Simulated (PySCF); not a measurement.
## Correlation energy of Cr+ (chromium, charge +1)

[Ar] 3d4 4s1, high-spin 6D determinant (an excited configuration). Computed with PySCF 2.14 in def2-QZVPPD (11s6p5d3f2g, 93 functions), with the non-relativistic Hamiltonian (point nucleus). Frozen: [Ar]; 5 electrons correlated.

```
  level  correlation energy (mhartree)
   CCSD                         -63.18
    (T)                          -0.89
CCSD(T)                         -64.07
```

Diagnostics: T1 = 0.0080, D1 = 0.0179, largest double amplitude 0.015.

Q: Is a single reference adequate?

A: Yes: T1 lies below 0.03 and no double amplitude reaches 0.07.
